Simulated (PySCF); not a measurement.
FH₃SeSi, SMILES F[Se][SiH3]. The structure is a stationary point at PBE-D3(BJ)/def2-TZVP.

TDA-CAM-B3LYP/def2-SVPD run with PySCF puts the lowest singlet excitations at 3.01, 5.03, 5.52, 6.62, 7.17, 7.21 eV.

Q: What are the lowest excitation roots from ADC(2)/aug-cc-pVDZ run with PySCF 2.14.0? (An estimate is asked for; the answer gives what the named calculation found.)

A: 3.24, 5.17, 5.61, 6.31, 7.05, 7.14 eV. S1 differs by 0.23 eV (second minus first; roots are paired by order, and the bases may differ).
